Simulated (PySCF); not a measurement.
CaHO, SMILES [OH][Ca], multiplicity 2.

The structure is a stationary point at PBE-D3(BJ)/def2-TZVPD.

Calculation: PBE/def2-TZVPD run with PySCF.

Isolated molecule, no solvent.

Computed frontier levels, dipole moment and polarisability:
```json
{
  "α spin, highest occupied and lowest empty level": "-3.32 and -1.46 eV",
  "β spin, highest occupied and lowest empty level": "-6.21 and -2.25 eV",
  "dipole_moment": "0.83 D",
  "mean_static_polarisability": "154.9 bohr³ (22.95 Å³)",
  "polarisability_principal_values": "127.0, 168.8, 168.8 bohr³",
  "⟨S²⟩": "0.750 (pure state 0.75)"
}
```
